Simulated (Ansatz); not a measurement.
Born–Oppenheimer molecular dynamics of C3H10OSi (15 atoms, charge 0, multiplicity 1). It starts from a relaxed structure.

The calculation used RKS B3LYP-D4/6-31G in Ansatz.

```json
{
  "ensemble": "NVE (Milne-controlled integrator)",
  "time step": "0.5 fs",
  "steps asked": "250",
  "starting velocities drawn for": "400 K",
  "seed": "178503"
}
```

First frame:

```xyz
15
Properties=species:S:1:pos:R:3
Si -0.015 -0.046 -0.047
O 0.102 -0.221 1.683
H -0.676 -0.294 2.259
C 1.790 0.048 -0.613
H 2.327 -0.861 -0.321
H 1.857 0.157 -1.701
H 2.291 0.902 -0.146
C -0.965 1.547 -0.495
H -2.004 1.508 -0.149
H -0.485 2.422 -0.044
H -0.978 1.685 -1.583
C -0.903 -1.552 -0.812
H -1.939 -1.629 -0.464
H -0.920 -1.466 -1.905
H -0.384 -2.480 -0.550
```

Task: How far do the bonds stretch over the last three quarters of this one trajectory? (Pairs bonded in most of those frames.)

Result: 
```
   bond  mean (Å)  spread (Å)  shortest  longest
 Si1–O2     1.748       0.033      1.70     1.81
 Si1–C4     1.899       0.038      1.84     1.97
 Si1–C8     1.908       0.030      1.86     1.95
Si1–C12     1.904       0.031      1.85     1.95
  O2–H3     0.972       0.020      0.94     1.00
  C4–H5     1.096       0.016      1.07     1.12
  C4–H6     1.097       0.016      1.07     1.13
  C4–H7     1.098       0.027      1.05     1.14
  C8–H9     1.098       0.012      1.07     1.12
 C8–H10     1.096       0.010      1.08     1.11
 C8–H11     1.098       0.018      1.07     1.12
C12–H13     1.097       0.017      1.06     1.13
C12–H14     1.105       0.047      1.03     1.18
C12–H15     1.101       0.050      1.02     1.18
```

Mean temperature of the second half: 190 K. The conserved energy stayed within 0.04 meV per atom of its start (net change -0.0047 meV per atom), so the integration is sound. Over the second half the temperature averaged 0.47 of the 400 K drawn at the start: a run that starts near a minimum puts about half its kinetic energy into the potential. A run of 0.12 ps of so small a system gives no equilibrium averages. Limits of this set-up: no polarisation functions.

Time of the run: 21 min on 1 thread of Arm Neoverse V1, with other jobs on the host, peak memory 0.15 GiB.
